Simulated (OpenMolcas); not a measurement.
Ir II.

```
Program             : OpenMolcas
Basis               : ANO-RCC-VDZP [7s6p4d2f]
Scalar Hamiltonian  : DKH2, point nucleus
Active space        : 8 electrons in 6 orbitals (5d 6s)
State averaging     : 2S+1 = 5 even, 15 roots; 2S+1 = 3 even, 82 roots (75 in the spin-orbit step); 2S+1 = 1 even, 49 roots
Spin-orbit coupling : RASSI with atomic mean-field integrals over the reference wave functions, term energies averaged over their components
```

Two sets of levels on these reference wave functions, in cm-1 above 5d7 6s 5F5: one from CASSCF and one from MS-CASPT2, IPEA 0.25 Eh, imaginary shift 0.1 Eh (closed shells correlated: 5s 5p).

| Level | Set 1 | Set 2 |
| --- | --- | --- |
| 5d7 6s 5F5 | 0.0 | 0.0 |
| 5d7 6s 5F4 [73 %] | 5110 | 5290 |
| 5d7 6s 3P2(1) [58 %] | 4550 | 8730 |
| 5d7 6s 5F3 | 9210 | 9340 |
| 5d8 3F4 | 4600 | 10010 |
| 5d7 6s 5P3 | 15670 | 17280 |
| 5d8 3F3 | 12920 | 18270 |
| 5d7 6s 3G5 [69 %] | 18900 | 20340 |
| 5d7 6s 3P0(1) | 15550 | 20410 |
| 5d7 6s 3F3(1) [58 %] | 18930 | 21540 |
| 5d7 6s 3H6 | 24630 | 26100 |
| 5d6 6s2 5D4 [74 %] | 18140 | 26860 |
| 5d7 6s 3G3 | 24990 | 26870 |
| 5d7 6s 3H5 [66 %] | 27050 | 29100 |
| 5d6 6s2 5D3 [59 %] | 22960 | 30380 |

Question: Which set is which?

Answer: Set 1 is MS-CASPT2. Its levels of the other terms of 5d7 6s lie at 0.52 to 0.94 of the other set's values, as expected, since terms of lower spin or lower L gain more correlation energy than the Hund ground term. Against 8 measured levels (NIST Handbook of Basic Atomic Spectroscopic Data) the mean absolute deviation is 1700 cm-1 with it and 4900 cm-1 without; single levels miss by up to 3000 cm-1 with it.

CASPT2 does not keep the components of a term degenerate, so their means are used; among the terms shown or strongly mixed into the levels shown the widest spread is 940 cm-1 (5d7 6s 5F, MS-CASPT2). Some high roots are left out of the spin-orbit mixing, which shifts the levels that they would mix with. Some levels mix across a computed gap that differs much from the measured one, so their mixing is not that of the real levels. Configurations are named by rounded mean occupations; where the s occupation lies near a half they are strongly mixed, a name can repeat and a true partner stay unpaired. A single d shell beside an s shell can misplace configurations of different d count against each other. Without dynamic correlation excited terms often stand tens of per cent too high (terms of higher spin than the ground term too low), and those without a measured partner can miss by more than the paired ones (holds for CASSCF). Blocks of more than 70 roots (2S+1 = 3 even) ran without multistate coupling (holds for MS-CASPT2). The CASPT2 spread within a term exceeds the gap to the next term for 5d8 1G and 5d7 6s 3F(1), so the order of their levels is uncertain, and so are names and mixing where such terms share a J (holds for MS-CASPT2). Some terms miss by over 15 % even with CASPT2, which points to a basis or an active space too small for the shells correlated (holds for MS-CASPT2). Computed and measured levels are paired by configuration, term and J; levels that our copy of the source lacks, or whose pairing is in doubt (as where it misses far off the trend of its configuration), stay unpaired and out of the deviations. Only configurations of the active space appear. Levels that lie high or do not pair safely by name in every column are left out.

A share in square brackets marks a mixed level and gives the weight of the term that names it, the lowest over the columns. A number in round brackets counts repeated terms of one configuration in the order of the reference energies.
